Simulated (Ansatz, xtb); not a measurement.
**Two isomers of C4H6Cl2O**

Structure X is `O=CCCC(Cl)Cl`, a singlet and structure Y is `O=CC[C@H](Cl)CCl`, a singlet. Both are isolated molecules in the gas phase, relaxed with r2SCAN-D4/def2-SVP, each in the lowest conformer that the search found.

Quicker runs give these differences E(Y) − E(X): GFN2-xTB +0.22 kcal/mol; HF/STO-3G −2.44 kcal/mol (at GFN2-xTB geometries); r2SCAN-D4/def2-SVP//GFN2-xTB −1.09 kcal/mol.

Estimate E(Y) − E(X) at the level CCSD(T)/def2-SVP + ΔMP2/def2-TZVPP.

Calculated at CCSD(T)/def2-SVP + ΔMP2/def2-TZVPP: E(Y) − E(X) = −1.39 kcal/mol, so structure Y lies lower.

Level by level:

```json
{"level": "GFN2-xTB", "geometry": "GFN2-xTB", "E(Y) − E(X) (kcal/mol)": "+0.22", "departure from the last row (kcal/mol)": "+1.61", "job, with rough time for the two": "optimisation, 0.18 s"}
{"level": "HF/STO-3G", "geometry": "GFN2-xTB", "E(Y) − E(X) (kcal/mol)": "−2.44", "departure from the last row (kcal/mol)": "−1.05", "job, with rough time for the two": "single point, 0.4 s"}
{"level": "r2SCAN-D4/def2-SVP//GFN2-xTB", "geometry": "GFN2-xTB", "E(Y) − E(X) (kcal/mol)": "−1.09", "departure from the last row (kcal/mol)": "+0.30", "job, with rough time for the two": "single point, 4.2 s"}
{"level": "r2SCAN-D4/def2-SVP", "geometry": "r2SCAN-D4/def2-SVP", "E(Y) − E(X) (kcal/mol)": "−0.93", "departure from the last row (kcal/mol)": "+0.46", "job, with rough time for the two": "optimisation, 34 s"}
{"level": "HF/def2-SVP", "geometry": "r2SCAN-D4/def2-SVP", "E(Y) − E(X) (kcal/mol)": "−2.49", "departure from the last row (kcal/mol)": "−1.10", "job, with rough time for the two": "part of the CCSD(T) run"}
{"level": "MP2/def2-SVP", "geometry": "r2SCAN-D4/def2-SVP", "E(Y) − E(X) (kcal/mol)": "−1.14", "departure from the last row (kcal/mol)": "+0.25", "job, with rough time for the two": "part of the CCSD(T) run"}
{"level": "CCSD(T)/def2-SVP", "geometry": "r2SCAN-D4/def2-SVP", "E(Y) − E(X) (kcal/mol)": "−1.33", "departure from the last row (kcal/mol)": "+0.06", "job, with rough time for the two": "single point"}
{"level": "CCSD(T)/def2-SVP + ΔMP2/def2-TZVPP", "geometry": "r2SCAN-D4/def2-SVP", "E(Y) − E(X) (kcal/mol)": "−1.39", "departure from the last row (kcal/mol)": "", "job, with rough time for the two": "single point, 60 s"}
```

As drawn, both hold the same kinds of bond in the same numbers.

GFN2-xTB finds them nearly level. The largest departure from CCSD(T)/def2-SVP + ΔMP2/def2-TZVPP is that of GFN2-xTB, 1.61 kcal/mol. The last row adds to CCSD(T) the change of the MP2 difference between the two basis sets, here −0.06 kcal/mol.

With thermal terms from frequencies at re-optimised GFN2-xTB minima (ideal gas, soft modes damped towards free rotors, one conformer each, 298.15 K, 1 atm): the zero-point term adds −0.09 kcal/mol; ΔH is −1.51 and ΔG −1.52 kcal/mol.

The correlated steps freeze 15 core orbitals. Mirror images aren't counted in ΔG. Run with Ansatz 0.2.0, xtb 6.7.1; the last row on 4 threads of Arm Neoverse V1 on a shared host.
